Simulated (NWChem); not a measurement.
AuNH$_{3}$Br; SMILES [NH3]->[Au][Br]

```xyz
6

Au     0.0012    -0.5249     0.0001
Br    -0.0009     1.8479    -0.0001
N      0.0036    -2.6401     0.0002
H      0.4599    -3.0148    -0.8327
H     -0.9450    -3.0168     0.0220
H      0.4976    -3.0146     0.8114
```
Atoms are numbered in this order, from 1.

Level: PBE0/def2-SVP with def2 effective core potentials on Au (NWChem), optimised geometry, unscaled harmonic frequencies. This build's default masses of Se (78.918 u) and Br (79.917 u) are each other's, which moves their modes by up to 0.6 %. def2 effective core potentials on Au; no spin-orbit coupling.

**Question.** List the harmonic frequencies with IR intensities, and the thermochemistry.

**Answer.** 
| frequency (cm⁻¹) | IR intensity (km/mol) |
|---|---|
| 114 | 11.3 |
| 114 | 11.3 |
| 255 | 8.8 |
| 425 | 4.7 |
| 675 | 24.4 |
| 675 | 24.4 |
| 1236 | 96.6 |
| 1629 | 23.9 |
| 1629 | 23.9 |
| 3499 | 22.6 |
| 3616 | 62.1 |
| 3616 | 62.1 |

```json
{
 "zero_point_energy": "25.0 kcal/mol",
 "thermal correction to the enthalpy at 298.15 K (with zero-point energy)": "28.9 kcal/mol",
 "heat capacity Cv": "15.0 cal/(mol K)",
 "entropy at 298.15 K and 1 atm (symmetry number 3)": "75.2 cal/(mol K)"
}
```

Rigid rotor and harmonic oscillator.
